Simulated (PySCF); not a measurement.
## [YbI2]+ at several levels of theory

Computed with PySCF 2.14.0 (density fitting, no spin-orbit coupling) at the geometry relaxed with PBE0:

```xyz
3
[YbI2]+ (singlet in the valence; each metal's 4f electrons, 13 of them, lie in its core potential, out of spins and levels)
Yb    0.0000    0.0000   -0.8856
I     2.2581    0.0000    0.5730
I    -2.2581    0.0000    0.5730
```

```
level                                               basis    state  HOMO (eV)  gap (eV)  charge on Yb1 (e)  population of f-type functions on Yb1 (polarisation alone where 4f lies in the core)  dipole about the centre of mass (D)  largest force component (eV/Å)
 PBE0    Yb lcecp-1-SVP with ECP59, I def2-SVP with ECP28  singlet     -12.08      4.13               1.07                                                                                  0.02                                 6.65                            0.01
 BP86                                            the same  singlet     -11.15      2.57               0.93                                                                                  0.01                                 6.08                            0.25
 PBE0  Yb lcecp-1-TZVP with ECP59, I def2-TZVP with ECP28  singlet     -12.01      4.18               1.35                                                                                  0.02                                 6.42                            0.06
```

In the lcecp rows the 4f levels are missing from HOMO and gap, and the state counts the valence alone.

Charges are Mulliken's, which hang on the basis. The relaxation used the grid (50, 194), these runs (75, 302) or, all-electron (x2c bases, spin-free X2C Hamiltonian), (99, 590).

Question: What does TPSS with Yb lcecp-1-SVP with ECP59, I def2-SVP with ECP28 give here?

Answer: state singlet, HOMO (eV) -11.11, gap (eV) 2.72, charge on Yb1 (e) 1.05, population of f-type functions on Yb1 (polarisation alone where 4f lies in the core) 0.01, dipole about the centre of mass (D) 6.38, largest force component (eV/Å) 0.26. Time: 4.3 s on 2 threads of Arm Neoverse V2, on a shared host, from an already converged density.

In the first row's basis the gap widens with exact exchange: 2.6 to 2.7 eV for BP86, TPSS (none); 4.1 eV for PBE0 (a fixed share).

An lcecp potential fixes the number of 4f electrons, so in runs with it no electron can move into or out of that shell.
